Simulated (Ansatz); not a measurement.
Single points on the cluster ZnBr₂⁻.

```yaml
crystal:
  periodic: [false, false, false]
  atoms:
    - {symbol: Zn, position_ang: [-0.377564, -0.960758, 1.027262]}
    - {symbol: Br, position_ang: [1.193740, -0.463712, -1.027234]}
    - {symbol: Br, position_ang: [-0.816176, 1.424471, -0.000019]}
basis:
  gaussian: {orbitals: def2-TZVPD, initial_orbitals: start.molden}
total_charge: -1
magnetization: {spin_polarized: true, initial_magnetization: 3}
hamiltonian: {xc: pbe0, dispersion: d4}
scf: {omitted_lower_state_checks: [starts]}
output: {orbitals: {seedname: orbitals}}
```

The file start.molden holds the orbitals of an earlier run on this structure, at another level or in another basis.

```sh
$ ansatz run in.yaml --threads 4 --pin off --events-out ev --progress --plain --max-ram 3916MiB
```

Output, abridged:

```
Functional definition: PBE0
1137 factors; integrals over basis functions are off by at most 7.7e-4 eV
mean field evaluation 1: about -188485.6031 eV, gradient 1.4e2 eV
mean field evaluation 2: about -188487.9619 eV, gradient 6.8e0 eV
mean field evaluation 4: about -188489.5564 eV, gradient 2.8e-1 eV
mean field evaluation 8: about -188489.7157 eV, gradient 2.2e-5 eV
mean field evaluation 16: about -188489.7157 eV, gradient 9.6e-6 eV
mean field -188489.71569913 eV, -6926.8692890251 hartree, gradient 9.6e-6 eV, S^2 3.755941; 0 other end points of the search recorded, 0 dependent functions left out
reference -188489.71573833 eV, -6926.8692904654 hartree; 52, 49 occupied and 113, 116 virtual orbitals, 1137 factors
Total energy: -188489.80074764 eV, -6926.8724144999 hartree
Checks for a lower state left out: starts
```

Hardware: 4 threads of AMD EPYC 7B13 on a shared host. Wall time 6.5 s, peak host memory 0.63 GiB.

First input, but with `gaussian: {orbitals: def2-SVPD, initial_orbitals: start.molden}`, `correlation: {method: ccsd_t, frozen_orbitals: {Br: 9, Zn: 9}}`, `scf: {omitted_lower_state_checks: [starts, cluster_reference]}` and without the key `hamiltonian` (abridged; 17 s):

```
Functional definition: HF
mean field evaluation 16: about -188351.3116 eV, gradient 2.9e-6 eV
mean field -188351.31155318 eV, -6921.7830304749 hartree, gradient 2.9e-6 eV, S^2 3.770913
27 core orbitals not correlated: weight in the atoms' cores, before any rotation towards them, 1.000 or more for the frozen orbitals, at most 0.000 for the correlated occupied ones
second order -20.64743182 eV of doubles, -0.00000000 eV of singles
cycle   1  -19.72672900 eV  change    9.2e-1 eV  update   9.8e-2
cycle   2  -20.17906446 eV  change   -4.5e-1 eV  update   3.5e-2
cycle   3  -20.25625283 eV  change   -7.7e-2 eV  update   1.7e-2
cycle   4  -20.24302048 eV  change    1.3e-2 eV  update   5.5e-3
cycle   5  -20.23888483 eV  change    4.1e-3 eV  update   2.3e-3
cycle   6  -20.24006297 eV  change   -1.2e-3 eV  update   8.4e-4
cycle   7  -20.24024198 eV  change   -1.8e-4 eV  update   3.9e-4
cycle   8  -20.24014589 eV  change    9.6e-5 eV  update   1.5e-4
cycle   9  -20.24019765 eV  change   -5.2e-5 eV  update   6.3e-5
cycle  10  -20.24020738 eV  change   -9.7e-6 eV  update   3.4e-5
perturbative correction -0.55121719 eV, -0.0202568583 hartree
Total energy: -188372.10297775 eV, -6922.5471012350 hartree
Checks for a lower state left out: starts, cluster_reference
```

First input, but with `hamiltonian: {xc: {name: wB97M-V}}` (abridged; 17 s):

```
Functional definition: wB97M-V
mean field -188501.93899994 eV, -6927.3184870444 hartree, gradient 5.8e-6 eV, S^2 3.756758
Total energy: -188501.93904914 eV, -6927.3184888527 hartree
Checks for a lower state left out: starts
```

The first input with `hamiltonian: {xc: pbe, dispersion: d4}` (abridged; 3.5 s):

```
Functional definition: PBE
mean field -188484.46379837 eV, -6926.6762852319 hartree, gradient 4.1e-6 eV, S^2 3.753277
Total energy: -188484.56434985 eV, -6926.6799804306 hartree
Checks for a lower state left out: starts
```

First input, but with `hamiltonian: {xc: {name: wB97X-V}}` (abridged; 14 s):

```
Functional definition: wB97X-V
mean field -188494.76683313 eV, -6927.0549147758 hartree, gradient 2.2e-5 eV, S^2 3.758455
Total energy: -188494.76683481 eV, -6927.0549148375 hartree
Checks for a lower state left out: starts
```

The first input with `correlation: {method: mp2, frozen_orbitals: {Br: 9, Zn: 9}}` and without the key `hamiltonian` (abridged; 4.4 s):

```
Functional definition: HF
mean field -188374.92382371 eV, -6922.6507654119 hartree, gradient 4.9e-6 eV, S^2 3.774429
27 core orbitals not correlated: weight in the atoms' cores, before any rotation towards them, 1.000 or more for the frozen orbitals, at most 0.000 for the correlated occupied ones
second order -25.70241709 eV of doubles, -0.00000000 eV of singles
Total energy: -188400.62624079 eV, -6923.5953118180 hartree
Checks for a lower state left out: starts
```

First input, but with `hamiltonian: {xc: {name: revPBE}, dispersion: d4}` (abridged; 3.1 s):

```
Functional definition: revPBE
mean field -188497.45460267 eV, -6927.1536884843 hartree, gradient 2.1e-6 eV, S^2 3.753947
Total energy: -188497.67799152 eV, -6927.1618978734 hartree
Checks for a lower state left out: starts
```

Geometry: PBE-D4/def2-TZVPD.

Correlated methods freeze 27 core orbitals; core or outer-core shells of Br are correlated, in sets that lack core-valence functions. At PBE0-D4/def2-TZVPD, ωB97M-V/def2-TZVPD, PBE-D4/def2-TZVPD, revPBE-D4/def2-TZVPD the highest occupied level of the charge -1 quartet lies above zero (up to 1.72 eV). The electron is either unbound and held by the finite basis, or the level is raised by self-interaction error. In the quartet, Br2 and Br3 lie 2.94 Å apart (atoms count from 1), so these atoms are partly bonded to each other. At PBE0-D4/def2-TZVPD a doublet of charge -1 lies 4.45 eV below the quartet, each at its own geometry. The structure comes from a short search, and lower isomers may exist.
